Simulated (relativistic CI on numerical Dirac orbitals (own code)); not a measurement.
Nb4+: 3d photoemission

Computed with this model: Dirac-Coulomb-Breit CI, orbitals from a KLI potential per configuration, a model potential for QED, valence Slater integrals scaled by 0.8, multiplet model of photoemission in the sudden approximation; configurations [Kr] 4d → [Ar] 3d9 4s2 4p6 4d; 300 K; Lorentzian 0.3 eV and Gaussian 0.5 eV FWHM. Energies are those of the free ion, without screening or charge transfer. The energies are binding energies and can lie tens of eV above those of solids. S is read from ⟨S²⟩ = S(S + 1).

Field parameters in Wybourne normalisation: D4h B²₀ = −7Ds, B⁴₀ = 21(Dq − Dt), B⁴₄ = 21√(5/14) Dq. The field is a parameter set, without covalency.

Peaks in eV (height, largest 100): 260.9 (100), 263.6 (59), 264.3 (40).

**Question.** Which surroundings give this spectrum?
A. D4h, 10Dq = 28850, Ds = -600, Dt = -30 cm⁻¹
B. free ion
C. D4h, 10Dq = 28850, Ds = -1500, Dt = -30 cm⁻¹

**Answer.** B. free ion, where the ground state has S = 0.50.
